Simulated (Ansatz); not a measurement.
The cluster CuI₂⁻. The state is a singlet with charge -1. Geometry r2SCAN-D4/def2-TZVPD; atoms count from 1.

Cartesian coordinates in Å:
```
Cu 0.000 0.000 0.000
I -1.127 0.055 2.151
I 1.128 -0.055 -2.151
```

In the def2 sets I takes a core potential; there is no spin–orbit coupling. The structure comes from a short search, and lower isomers may exist.

Q: Estimate the Mulliken populations from the PBE0/def2-TZVPD orbitals of Ansatz.

A: 
```tsv
atom	charge (e)	d electrons
Cu1	-0.51	9.93
I2	-0.24	–
I3	-0.24	–
```
Mulliken values and Mayer orders depend strongly on the basis. With diffuse functions, as here, like atoms can get unlike values, and bond orders can come out too low or too high.

Q: And the Mayer bond orders between bonded heavy atoms (over 0.3)?

A: Cu1–I2 0.94 (2.43 Å); Cu1–I3 0.94 (2.43 Å).
